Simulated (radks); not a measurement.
The numbers below are computed, except where a source is named.
Spherical quantum dot in the effective-mass picture: electrons in a parabolic well V = omega^2 r^2 / 2 with omega = 4.74, all in effective atomic units (hartree* = m*/eps^2 hartree, bohr* = eps/m* bohr), one dielectric constant everywhere. Level of theory: non-relativistic Kohn-Sham, PBEsol, spin-polarised, spherical densities (a radial shooting solver with Libxc functionals). Levels are named by radial order and angular momentum (1s, 1p, 1d, 2s, ...), and open shells are averaged over m. Results are scaled to m* = 0.207 and eps = 11.5, for which hartree* = 42.59 meV and bohr* = 2.94 nm.

N = 5, configuration 1s2 1p(up 3, down 0). This is the lowest configuration that the search found. Occupied and some empty levels:

level,occupation,eigenvalue (meV),<r> (nm)
1s up,1,556.78,1.658
1s down,1,571.44,1.644
1p up,3,728.48,2.154
1p down,0,745.63,2.157
1d up,0,908.87,2.544
2s up,0,923.09,2.352
1d down,0,925.24,2.558
2s down,0,933.84,2.368
1f up,0,1094.8,2.879
1f down,0,1109.1,2.897

Energy (meV): total 2656.39, kinetic 937.38, external 1200.2, Hartree 718.44, exchange-correlation -199.64.

Electron density:

r (nm),n(r) (e/nm^3)
0.0833,0.1099
0.293,0.1103
0.502,0.1107
0.711,0.1101
0.920,0.1074
1.13,0.1019
1.34,0.09333
1.55,0.08199
1.76,0.06879
1.97,0.05493
2.18,0.04166
2.39,0.02996
2.60,0.02040
2.80,0.01317
3.01,0.008041
3.22,0.004662
3.43,0.002564
3.64,0.001325
3.85,0.0006558
4.06,0.0003081
